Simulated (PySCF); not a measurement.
## Dipole response of Zn⁺ (zinc, charge +1)

[Ar] 3d10 4s1, 2S determinant. Calculation: PySCF 2.14, in aug-cc-pwCVDZ-PP with ECP10MDF (6s6p5d3f, 70 functions); scalar relativity through the core potential. Coupled (time-dependent) response in atomic units; α is the mean over directions. A double-zeta set is small for polarisabilities.

```
method  mean α (bohr³)  C₆ (like pair)  S(−4)
   UHF           23.54           97.75  531.0
   PBE           16.55           63.09  233.7
  PBE0           17.84           69.03  281.4
  PW91           16.45           62.55  231.2
 B97-3           17.05           64.78  257.1
```

S(−4) is the Cauchy moment in α(ω) = α(0) + S(−4) ω² + …

α(iu) at UHF:

| u (hartree) | α(iu) (bohr³) |
| --- | --- |
| 0 | 23.54 |
| 0.0500 | 22.29 |
| 0.100 | 19.28 |
| 0.200 | 12.84 |
| 0.300 | 8.626 |
| 0.500 | 4.715 |
| 0.750 | 2.876 |
| 1.00 | 2.059 |
| 1.50 | 1.342 |
| 2.00 | 1.018 |
| 3.00 | 0.6882 |
| 5.00 | 0.3840 |

For an ion, C₆ is the dispersion term alone; charge-induced terms of lower order in 1/R come first.

Energies and moments cover only the electrons outside the core potential.
